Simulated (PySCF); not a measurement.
Here is a job for PySCF.
```python
from pyscf import gto, scf

mol = gto.M(
    atom='''
F     0.70100000    0.00000000    0.00000000
F    -0.70100000    0.00000000    0.00000000
''',
    basis='def2-qzvpp',
    charge=-1,
    spin=1,
    verbose=3,
)

mf = scf.UHF(mol)
mf = mf.density_fit(auxbasis='def2-universal-jkfit')
mf.kernel()
```

Question: What does this run give for the Mulliken (on the basis functions themselves) charges in atom order, HOMO energy, <S^2>, total energy?

Answer: 
The Mulliken (on the basis functions themselves) charges in atom order is F1 -0.50, F2 -0.50 and the HOMO energy is -2.71 eV. The <S^2> is 0.762 and the total energy is -198.7703 Eh.

These values belong to the state on which the SCF converged, which isn't shown to be the lowest.
